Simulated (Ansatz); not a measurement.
Calculated with Ansatz (gas phase, PBE0-D4/def2-TZVP geometries, no zero-point term in ΔE). CCSD(T)/CBS is the MP2 limit (def2-TZVPP, def2-QZVPP) plus CCSD(T) − MP2 in def2-TZVPP, frozen cores. Functionals use def2-TZVPP. HSE06 is defined as in plane-wave codes. def2 core potentials past Kr. For As, Ga, Sn outer-core shells are correlated without core-valence functions, which leaves a few kJ/mol of doubt a bond. Scalar relativity is left out up to krypton.

Reaction (cleavage of the Ga–Sn bond): `[CH3][SnH2][GaH2]` + `[AsH3]` → `[GaH2][AsH2]` + `[CH3][SnH3]`

Problem. Is it downhill or uphill in electronic energy at CCSD(T)/CBS, and by how much? (Estimate.)

Solution. The calculation gave: Downhill: ΔE = -8.9 kJ/mol.

Problem. What do these levels give: PBE0-D4, r2SCAN0-D4, HSE06-D4, BHLYP-D4, PBE, revPBE, BLYP, HF/def2-SVP, CCSD/def2-SVP, HF/def2-TZVPP, MP2/def2-QZVPP, SCS-MP2/def2-QZVPP? (An estimate is asked.)

Solution. The calculation gave: PBE0-D4 -12.0, r2SCAN0-D4 -14.1, HSE06-D4 -12.0, BHLYP-D4 -11.0, PBE -10.8, revPBE -10.3, BLYP -8.3, HF/def2-SVP -13.0, CCSD/def2-SVP -8.6, HF/def2-TZVPP -15.1, MP2/def2-QZVPP -11.9, SCS-MP2/def2-QZVPP -10.8 kJ/mol.

Largest T1 diagnostic among the species: 0.013.

From BLYP to BHLYP (50 % exact exchange), in def2-TZVPP and without D4, ΔE moves by −4.2 kJ/mol. Leaving LDA and LC-ωPBE aside and taking each functional with its dispersion term where it has one, the values, not all of them listed here, spread over 10.3 kJ/mol, from B97M-V to BLYP-D4.
